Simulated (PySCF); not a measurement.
B3LYP has the VWN-RPA correlation part, as in Gaussian. Excitations are Tamm–Dancoff values on a coarser integration grid. The basis has no diffuse functions, so Rydberg states are missing or too high.

Cartesian coordinates (Å):
```xyz
7

S      0.8136    -0.5195    -1.6312
Al    -0.1265    -0.1210     0.3027
S     -0.5793    -1.7940     1.6279
S     -0.6599     1.8737     1.0161
H      0.8467     0.7729    -2.0008
H     -0.0938    -2.7084     0.7689
H     -0.2009     2.4963    -0.0836
```
Charge 0, spin multiplicity 1.

Task: Give the total energy, T1 excitation (TDA) and HOMO–LUMO gap at the level B3LYP-D3(BJ)/def2-TZVP in PySCF 2.14.0.

Result: 
```yaml
total_energy: -1439.0860 Ha
T1 excitation (TDA): 5.25 eV
HOMO–LUMO gap: 6.56 eV
```
